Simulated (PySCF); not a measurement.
**Computed vibrations of NdI2**

NdI2 (singlet in the valence; each metal's 4f electrons, 4 of them, lie in its core potential, out of spins and levels). PySCF 2.14.0, RKS PBE0, Nd lcecp-0-SVP with ECP50, I def2-SVP with ECP28; non-relativistic Hamiltonian with scalar-relativistic core potentials where named; density fitting; no spin-orbit coupling. Central differences of gradients.

```xyz
3

Nd    0.0000    0.0000   -0.6010
I     2.9040    0.0000    0.3360
I    -2.9040    0.0000    0.3360
```

Run from Python with OMP_NUM_THREADS=2. Where DIIS fails, smearing, a level shift and second-order steps follow.
It took 36 s on 2 threads of Intel(R) Xeon(R) Platinum 8259CL CPU @ 2.50GHz (Skylake/Cascade Lake), with other jobs on the host.

Task: What are the harmonic wavenumbers and infrared intensities?

Result: Modes are labelled in C2v; negative numbers are unstable modes, those under 60 cm⁻¹ near the noise; a finer grid moves soft modes by up to 10 cm⁻¹.
| cm⁻¹ | km/mol | symmetry |
| --- | --- | --- |
| 17 | 8.8 | a1 |
| 128 | 4.6 | a1 |
| 176 | 63.6 | b2 |

Task: Is this a minimum?

Result: Yes, within the noise of the softest modes. Ideal gas at 298.15 K and 1 bar: S = 373.2 J/(mol K), Cp = 57.5 J/(mol K), H − H(0 K) = 15.7 kJ/mol (rigid rotor, harmonic modes, spin degeneracy alone, that of the 4f electrons in the core included; the modes under 60 cm⁻¹ make these uncertain).

An lcecp potential fixes the number of 4f electrons, so in runs with it no electron can move into or out of that shell; real Nd(II) is rare or takes another configuration.
